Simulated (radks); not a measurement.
The numbers below are computed, except where a source is named.
The scandium ion Sc+ inside a hard spherical wall (all orbitals vanish at R), configuration held at [Ar] 3d1 4s1 and not refilled when levels cross. Code: a radial shooting solver on a logarithmic mesh with Libxc functionals. Model: non-relativistic Kohn-Sham, LDA (Slater exchange, Perdew-Wang correlation), spin-polarised, spherical densities, point nucleus; open shells are filled with parallel spins first. Eigenvalues in eV for spin up, with the zero of energy where the potential of the charges vanishes at infinity; a dash marks a level that is unbound or too diffuse for the functional's potential to be trusted. A positive occupied level is held by the wall or, in an anion where self-interaction has pushed it up, behind a barrier. The pressure on the wall is -dE/dV.

R (bohr) = free: E (hartree) -758.43491; kinetic (hartree) 757.308; e(3s) -61.515; e(3p) -40.963; e(3d) -10.772; e(4s) -10.339; e(4p, empty) -6.822; e(5s, empty) -2.999; pressure (GPa) 0
R (bohr) = 20: E (hartree) -758.43491; kinetic (hartree) 757.308; e(3s) -61.515; e(3p) -40.963; e(3d) -10.772; e(4s) -10.339; e(4p, empty) -6.822; e(5s, empty) -2.997; pressure (GPa) < 0.0001
R (bohr) = 12: E (hartree) -758.43490; kinetic (hartree) 757.308; e(3s) -61.514; e(3p) -40.963; e(3d) -10.772; e(4s) -10.339; e(4p, empty) -6.820; e(5s, empty) -2.701; pressure (GPa) 0.000113
R (bohr) = 10: E (hartree) -758.43481; kinetic (hartree) 757.309; e(3s) -61.507; e(3p) -40.956; e(3d) -10.766; e(4s) -10.333; e(4p, empty) -6.797; e(5s, empty) -2.049; pressure (GPa) 0.00318
R (bohr) = 7: E (hartree) -758.42883; kinetic (hartree) 757.357; e(3s) -61.267; e(3p) -40.720; e(3d) -10.551; e(4s) -10.058; e(4p, empty) -6.209; e(5s, empty) 2.720; pressure (GPa) 0.380
R (bohr) = 6: E (hartree) -758.41307; kinetic (hartree) 757.449; e(3s) -60.870; e(3p) -40.333; e(3d) -10.188; e(4s) -9.470; e(4p, empty) -5.206; e(5s, empty) 7.833; pressure (GPa) 1.78
R (bohr) = 5: E (hartree) -758.35944; kinetic (hartree) 757.695; e(3s) -59.993; e(3p) -39.482; e(3d) -9.332; e(4s) -7.735; e(4p, empty) -2.621; e(5s, empty) 18.380; pressure (GPa) 8.73
R (bohr) = 4: E (hartree) -758.16925; kinetic (hartree) 758.419; e(3s) -58.104; e(3p) -37.651; e(3d) -7.235; e(4s) -2.343; e(4p, empty) 4.501; e(5s, empty) 42.347; pressure (GPa) 50.7
R (bohr) = 2: E (hartree) -751.26060; kinetic (hartree) 781.716; e(3s) -29.374; e(3p) -6.896; e(3d) 29.226; e(4s) 115.71; e(4p, empty) 129.15; e(5s, empty) 346.42; pressure (GPa) 9260
R (bohr) = 1.5: E (hartree) -734.44943; kinetic (hartree) 828.437; e(3s) 24.537; e(3p) 49.773; e(3d) 84.967; e(4s) 310.92; e(4p, empty) 316.98; e(5s, empty) 751.83; pressure (GPa) 66100
